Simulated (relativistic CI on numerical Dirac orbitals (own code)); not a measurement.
**Pr³⁺: M4,5 absorption edge**

Computed with this model: Dirac-Coulomb-Breit CI, KLI orbitals optimised for each configuration, model QED, valence Slater integrals scaled by 0.9, multiplet model of core-to-valence dipole absorption; configurations [Xe] 4f2 → [Ar] 3d9 4s2 4p6 4d10 4f3 5s2 5p6; 300 K; Lorentzian 0.36 eV and Gaussian 0.4 eV FWHM. Energies are those of the free ion, without screening or charge transfer. The branching ratio is the share of the lower-energy edge in the whole absorption, uncertain by about 0.02 where the edges overlap. S is read from ⟨S²⟩ = S(S + 1).

free ion: ground-state S = 0.98, centroid 941.77 eV, branching ratio 0.517. Peaks (eV, height): 932.5 (100), 933.8 (56), 947.4 (15), 948.2 (32), 949.7 (14), 951.4 (75), 952.6 (62), 953.6 (57).

The statistical ratio of this edge is 3/5 = 0.600. Values above it arise where the holes sit mainly in the j = l + 1/2 valence subshell or the ground state has high spin; values below it where core-valence Coulomb terms move weight to the upper edge, as in nearly empty shells.

Strongest unbroadened transitions for free ion:

| Energy (eV) | Relative strength |
| --- | --- |
| 932.06 | 60.5 |
| 932.37 | 22.1 |
| 932.53 | 74.3 |
| 932.90 | 23.0 |
| 933.03 | 40.1 |
| 933.74 | 22.7 |
| 933.92 | 31.3 |
| 934.36 | 36.8 |
| 948.19 | 27.7 |
| 948.32 | 19.2 |
| 950.87 | 21.0 |
| 951.37 | 100.0 |
| 951.55 | 21.8 |
| 952.52 | 24.1 |
| 952.54 | 31.6 |
| 952.80 | 31.3 |
| 953.56 | 49.4 |
| 953.73 | 43.7 |
